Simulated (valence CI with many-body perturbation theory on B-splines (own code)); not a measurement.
# Cr¹⁰⁺ in brief

Calculated by configuration interaction combined with many-body perturbation theory (CI+MBPT): four valence electrons over a frozen Dirac-Fock core [Ne], radial functions for each j: 9 s, 9 p, 8 d, 6 f, 3 g, 1 h, with the one-electron correlation potential Σ1, the two-electron term Σ2, the three-electron term Σ3, Breit, model QED; selected CI, second order for the rest, scaled by the run's own slope (own B-spline code, finite nucleus).

No measured levels were compared; by estimate levels of excited configurations hold to 0.05 to 0.15 % of their energy, terms of the ground configuration to about 0.5 %.

Rates and lifetimes use the calculated energies. Strong lines usually hold to 10 to 20 %, long lifetimes can be off by a factor of two.

(1) What is the ground level?

(2) How is the term ³P of the ground level split?

(3) Where does the other parity begin?

(4) Name the longest-lived excited levels whose lifetime is computed, and their main decay.

(5) How well does LS coupling describe the low levels?

## Answers

(1) 3s²3p² ³P_0, composition 94 % 3s²3p² ³P + 2 % 3s²3p² ¹S.

(2) J = 0 at 0, J = 1 at 5537, J = 2 at 12005 cm⁻¹.

(3) At 3s3p³ ⁵S°_2, 178130 cm⁻¹.

(4) 3s²3p² ³P_1 at 5537 cm⁻¹ lives 333 ms, mostly by M1 to 3s²3p² ³P_0; 3s²3p² ³P_2 at 12005 cm⁻¹ lives 287 ms, mostly by M1 to 3s²3p² ³P_1; 3s²3p² ¹D_2 at 37153 cm⁻¹ lives 19.1 ms, mostly by M1 to 3s²3p² ³P_2.

(5) Among the lowest 20 levels the leading LS term, summed over configurations, holds 93 % on average. For single configurations the figures are 84 % in LS and 63 % in jj coupling. Terms mix most in the J = 2 level at 419150 cm⁻¹, where the leading one holds 49 %.
